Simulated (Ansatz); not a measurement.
`C[O][In]([CH3])[O]C`. Charge 0, multiplicity 1. In: def2 effective core potential. All single points use the PBE0-D4/def2-TZVP geometry. It is one conformer, not always the lowest.

```xyz
15

C    -1.274    0.520    1.868
O    -0.635   -0.640    1.417
In    0.411   -0.845   -0.260
C     1.299   -2.688   -0.820
O     0.564    0.796   -1.371
C     0.028    2.055   -1.079
H    -1.650    0.343    2.883
H    -2.135    0.798    1.245
H    -0.607    1.391    1.915
H     2.360   -2.535   -1.011
H     1.166   -3.415   -0.020
H     0.825   -3.054   -1.731
H    -1.048    2.028   -0.862
H     0.525    2.537   -0.225
H     0.169    2.708   -1.949
```

Task: What is the dipole moment at ωB97M-V/def2-TZVPP? (Best estimate.)

Result: The calculation gave: 0.90 D, with components (0.38, -0.78, -0.25) D in this frame, pointing from negative to positive charge.

Task: And with PBE, r2SCAN, B3LYP? (Estimate.)

Result: Computed: PBE 0.87 D, r2SCAN 0.93 D, B3LYP 0.89 D.

Task: Give the Mulliken charges with ωB97M-V, B3LYP, r2SCAN in def2-TZVPP. (Estimate.)

Result: Ansatz gave: 
| atom | ωB97M-V | B3LYP | r2SCAN |
| --- | --- | --- | --- |
| C1 | -0.17 | -0.10 | 0.04 |
| O2 | -0.53 | -0.53 | -0.53 |
| In3 | 0.90 | 0.90 | 0.86 |
| C4 | -0.54 | -0.51 | -0.41 |
| O5 | -0.53 | -0.53 | -0.53 |
| C6 | -0.18 | -0.10 | 0.04 |
| H7 | 0.11 | 0.09 | 0.04 |
| H8 | 0.10 | 0.08 | 0.04 |
| H9 | 0.10 | 0.08 | 0.04 |
| H10 | 0.14 | 0.12 | 0.09 |
| H11 | 0.15 | 0.13 | 0.10 |
| H12 | 0.14 | 0.12 | 0.09 |
| H13 | 0.10 | 0.08 | 0.04 |
| H14 | 0.10 | 0.08 | 0.04 |
| H15 | 0.11 | 0.09 | 0.04 |

B3LYP here is the variant with VWN-RPA as its local correlation; programs differ in this.
